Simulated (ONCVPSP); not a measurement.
# LDA (Perdew-Wang 92) ONCV dataset for tin (Sn), non-relativistic all-electron reference.

ONCVPSP 4.0.1 was run on this input:

```
# ATOM AND REFERENCE CONFIGURATION
# atsym  z   nc   nv     iexc    psfile
  Sn 50.00    8    3  -001012      upf
#
#   n    l    f
    1    0    2.00
    2    0    2.00
    2    1    6.00
    3    0    2.00
    3    1    6.00
    3    2   10.00
    4    0    2.00
    4    1    6.00
    4    2   10.00
    5    0    2.00
    5    1    1.50
#
# PSEUDOPOTENTIAL AND OPTIMIZATION
# lmax
    2
#
#   l,   rc,      ep,       ncon, nbas, qcut
    0    2.20    0.00    5    8    2.80
    1    1.85    0.00    4    9    4.50
    2    1.70    0.00    4    8    9.90
#
# LOCAL POTENTIAL
# lloc, lpopt,  rc(5),   dvloc0
    2    5    1.70    0.00
#
# VANDERBILT-KLEINMAN-BYLANDER PROJECTORs
# l, nproj, debl
    0    1    2.30
    1    2    2.50
    2    0    0.70
#
# MODEL CORE CHARGE
# icmod, fcfact, rcfact
    3    5.50    1.65
#
# LOG DERIVATIVE ANALYSIS
# epsh1, epsh2, depsh
   -3.00    5.00    0.02
#
# OUTPUT GRID
# rlmax, drl
    6.00    0.01
#
# TEST CONFIGURATIONS
# ncnf
    4
# nvcnf
#   n    l    f
    3
    4    2   10.00
    5    0    2.00
    5    1    2.00
#
    3
    4    2   10.00
    5    0    2.00
    5    1    1.00
#
    3
    4    2   10.00
    5    0    2.00
    5    1    0.00
#
    3
    4    2   10.00
    5    0    1.00
    5    1    3.00
#
```

Command:

```bash
oncvpspnr.x < Sn.dat > Sn.out
```

The program printed (shortened: citation, most of the input echo, consistency checks and plot data are left out):

```
ONCVPSP  (Optimized Norm-Conservinng Vanderbilt PSeudopotential)
scalar-relativistic version 4.0.1

#   n    l    f        energy (Ha)
    1    0    2.00    -1.0269013E+03
    2    0    2.00    -1.5166349E+02
    2    1    6.00    -1.4196083E+02
    3    0    2.00    -2.9265343E+01
    3    1    6.00    -2.5257326E+01
    3    2   10.00    -1.7796679E+01
    4    0    2.00    -4.6854900E+00
    4    1    6.00    -3.3511402E+00
    4    2   10.00    -1.1437353E+00
    5    0    2.00    -4.9649263E-01
    5    1    1.50    -2.6065660E-01

Reference configufation results
  iterations    25
  all-electron total energy (Ha)   -6.01982924D+03

Begin loop to  construct optimized pseudo wave functions
and semi-local pseudopoentials for all angular momenta

Calculating optimized projector #   1

 for l=   0

    Fraction of norm inside rc  0.438251
    Optimizing pswf for qcut=   2.81 a_B^-1,  ecut=   3.94 Ha
    Residual kinetic energy error=  8.74D-03 Ha

    Energy error per electron        Cutoff
         Ha          eV             Ha
         0.01000     0.27211        3.80
         0.00100     0.02721       11.69
         0.00010     0.00272       26.52
         0.00001     0.00027       32.16

   Wellstate for l =  1  n =  7
     eigenvalue =   2.2393
     asymptotic potential =   2.7393
     half-point radius =  3.9576

Calculating optimized projector #   1

 for l=   1

    Fraction of norm inside rc  0.119981
    Optimizing pswf for qcut=   4.49 a_B^-1,  ecut=  10.08 Ha
    Residual kinetic energy error=  8.48D-04 Ha

    Energy error per electron        Cutoff
         Ha          eV             Ha
         0.01000     0.27211        1.57
         0.00100     0.02721        8.72
         0.00010     0.00272       71.96
         0.00001     0.00027       85.22

Calculating optimized projector #   2

 for l=   1

    Fraction of norm inside rc  0.113773
    Optimizing pswf for qcut=   4.49 a_B^-1,  ecut=  10.08 Ha
    Residual kinetic energy error=  2.93D-02 Ha

    Energy error per electron        Cutoff
         Ha          eV             Ha
         0.01000     0.27211       12.76
         0.00100     0.02721       59.47
         0.00010     0.00272      100.27
         0.00001     0.00027      126.72

Calculating optimized projector #   1

 for l=   2

    Fraction of norm inside rc  0.903256
    Optimizing pswf for qcut=   9.91 a_B^-1,  ecut=  49.12 Ha
    Residual kinetic energy error=  1.65D-07 Ha

    Energy error per electron        Cutoff
         Ha          eV             Ha
         0.01000     0.27211       28.23
         0.00100     0.02721       34.34
         0.00010     0.00272       39.37
         0.00001     0.00027       43.16

Construct Vanderbilt / Kleinmman-Bylander projectors

B matrix Hermiticity error, ll=   1
   1   2    1.2470E-07

  Orthonormal projector coefficients -1.3371E+02  3.9416E+00

Model core correction analysis
  based on d2Exc/dn_idn_j

d2excae - all-electron derivatives

   -2.168116D-02   -6.232432D-03   -3.488992D-03
   -6.232020D-03   -2.458146D-02   -2.188092D-02
   -3.488796D-03   -2.187905D-02   -2.430796D-02

d2excps - pseudofunction derivatives with no core correction

   -3.608390D-02   -7.610201D-03   -4.132399D-03
   -7.609815D-03   -2.562317D-02   -2.246507D-02
   -4.132242D-03   -2.246329D-02   -2.462692D-02

rms 2nd derivative error    4.875483E-03

rmatch, rhocmatch    0.8842   14.8106

Teter function model core charge with specified parameters

d2excps - pseudofunction derivatives with core correction

   -1.876777D-02   -5.754560D-03   -3.258942D-03
   -5.754129D-03   -2.449425D-02   -2.191464D-02
   -3.258733D-03   -2.191280D-02   -2.435186D-02

rms 2nd derivative error    1.003452E-03

Pseudoatom total energy  -69.091759

Diagnostic tests using Vanderbilt-Kleinman-Bylander pseudopotentials
  1 or more projectors used as specified by nproj input data

   l    rcore       rmatch      e in        delta e   norm test  slope test

   0   2.2082403   2.2752873  -0.4964926   0.0000000   1.0000000   1.0000000

   1   1.8565425   1.9129112  -0.2606566  -0.0000001   0.9999998   1.0000004
run_diag: lschvkbbe ERROR   2   2   1  60  2.23934341E+00  1.96540907E+00
   1   1.8565425   1.9129112   2.2393434  -0.2739343   0.1590512   0.2279829

   2   1.7073917   1.7592318  -1.1437353   0.0000000   1.0000000   1.0000000

 Testing for bound ghosts
   n   l    E NL Schr. Eq   E Basis Diag.   E Cutoff

       0                       -6.406437     38.34  WARNING - GHOST(-)
   1   0       -0.496493       -0.495438     38.34

       1                     -110.214149    113.70  WARNING - GHOST(-)
       1                       -1.719652    113.70  WARNING - GHOST(-)
   2   1       -0.260657       -0.235664    113.70

 Testing for highly-localized positive-energy ghosts
       l    <radius>/rc     E Basis Diag.   E Cutoff

Test configuration 0

   n   l     f        eae           eps        diff
   1   0  2.0000-1026.90129201
   2   0  2.0000 -151.66349116
   2   1  6.0000 -141.96082502
   3   0  2.0000  -29.26534333
   3   1  6.0000  -25.25732624
   3   2 10.0000  -17.79667861
   4   0  2.0000   -4.68549000
   4   1  6.0000   -3.35114021
   4   2 10.0000   -1.14373528   -1.14373528    0.00D+00
   5   0  2.0000   -0.49649263   -0.49649263    0.00D+00
   5   1  1.5000   -0.26065660   -0.26065666   -6.37D-08

    Total energies and differences
      AE_ref= -6.01982924D+03  AE_tst= -6.01982924D+03  dif=  0.00D+00
      PS_ref= -6.90917592D+01  PS_tst= -6.90917592D+01  dif= -1.42D-14
      PSP excitation error=  1.42D-14

Test configuration 1

   n   l     f        eae           eps        diff
   1   0  2.0000-1026.76105064
   2   0  2.0000 -151.52383072
   2   1  6.0000 -141.82108089
   3   0  2.0000  -29.12580166
   3   1  6.0000  -25.11777399
   3   2 10.0000  -17.65714439
   4   0  2.0000   -4.54612306
   4   1  6.0000   -3.21179271
   4   2 10.0000   -1.00476136   -1.00518566   -4.24D-04
   5   0  2.0000   -0.36932430   -0.36932869   -4.39D-06
   5   1  2.0000   -0.14447650   -0.14447558    9.22D-07

    Total energies and differences
      AE_ref= -6.01982924D+03  AE_tst= -6.01993003D+03  dif= -1.01D-01
      PS_ref= -6.90917592D+01  PS_tst= -6.91925466D+01  dif= -1.01D-01
      PSP excitation error=  4.24D-07

Test configuration 2

   n   l     f        eae           eps        diff
   1   0  2.0000-1027.05765338
   2   0  2.0000 -151.81890494
   2   1  6.0000 -142.11636953
   3   0  2.0000  -29.42054422
   3   1  6.0000  -25.41254445
   3   2 10.0000  -17.95187220
   4   0  2.0000   -4.84029223
   4   1  6.0000   -3.50588958
   4   2 10.0000   -1.29783409   -1.29711478    7.19D-04
   5   0  2.0000   -0.63473469   -0.63472244    1.23D-05
   5   1  1.0000   -0.38740891   -0.38739371    1.52D-05

    Total energies and differences
      AE_ref= -6.01982924D+03  AE_tst= -6.01966762D+03  dif=  1.62D-01
      PS_ref= -6.90917592D+01  PS_tst= -6.89301368D+01  dif=  1.62D-01
      PSP excitation error=  2.75D-06

Test configuration 3

   n   l     f        eae           eps        diff
   1   0  2.0000-1027.41037200
   2   0  2.0000 -152.16849702
   2   1  6.0000 -142.46637987
   3   0  2.0000  -29.76936336
   3   1  6.0000  -25.76142185
   3   2 10.0000  -18.30068367
   4   0  2.0000   -5.18746444
   4   1  6.0000   -3.85282453
   4   2 10.0000   -1.64251195   -1.63921504    3.30D-03
   5   0  2.0000   -0.93605022   -0.93595953    9.07D-05

    Total energies and differences
      AE_ref= -6.01982924D+03  AE_tst= -6.01914387D+03  dif=  6.85D-01
      PS_ref= -6.90917592D+01  PS_tst= -6.84064610D+01  dif=  6.85D-01
      PSP excitation error=  7.56D-05

Test configuration 4

   n   l     f        eae           eps        diff
   1   0  2.0000-1026.81055300
   2   0  2.0000 -151.57266873
   2   1  6.0000 -141.86979322
   3   0  2.0000  -29.17528214
   3   1  6.0000  -25.16722003
   3   2 10.0000  -17.70650347
   4   0  2.0000   -4.59541125
   4   1  6.0000   -3.26087201
   4   2 10.0000   -1.05216966   -1.05272967   -5.60D-04
   5   0  1.0000   -0.39675424   -0.39686482   -1.11D-04
   5   1  3.0000   -0.16458444   -0.16459089   -6.45D-06

    Total energies and differences
      AE_ref= -6.01982924D+03  AE_tst= -6.01970146D+03  dif=  1.28D-01
      PS_ref= -6.90917592D+01  PS_tst= -6.89639302D+01  dif=  1.28D-01
      PSP excitation error= -4.82D-05
```

oncvpspnr.x prints “scalar-relativistic version” in its banner although the run is non-relativistic.

Note: ghosts flagged at negative energy: s at -174.3 eV, p at -2999.1 eV, p at -46.8 eV; no localised positive-energy state flagged. A true bound ghost makes a file unfit for plane-wave use.

The run took about 3.2 s on one core of a shared server CPU.
